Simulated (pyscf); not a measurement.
Structures and frequencies: ωB97X-D3(BJ)/def2-SVP in PySCF.

SMILES: [OH][Ga]([OH])[O][SiH2]I
```xyz
10

O     -0.1342     0.7967    -2.2575
Ga     0.8519     1.3397    -0.9037
O      1.9669     2.6980    -1.0695
O      0.7936     0.5544     0.7056
Si    -0.0151    -0.6115     1.5129
I     -1.6938    -1.6295     0.0402
H     -0.7189     0.0613    -2.0330
H      2.4578     2.8940    -0.2636
H      0.8864    -1.7125     1.9303
H     -0.7664    -0.0568     2.6650
```

Task: What is the homolytic dissociation enthalpy (298 K, ωB97M-D3(BJ)/def2-TZVP) of the O–Si bond of HO–Ga(OH)–O–SiH₂–I (SMILES [OH][Ga]([OH])[O][SiH2]I), to •O–Ga(OH)–OH + •H₂Si–I?

Result: O–Si to •O–Ga(OH)–OH + •H₂Si–I: 5.62 eV. The 7 functionals that were run give +5.28 (PBE) to +5.70 eV (M06-2X). The radicals are drawn with the spin at the cut bond; how far it spreads was not checked. Other isomers of •O–Ga(OH)–OH were not searched in full and may lie lower. Elements up to Kr have no core potential and no relativistic terms here. Elements past Kr carry the def2 core potentials, without spin-orbit coupling.
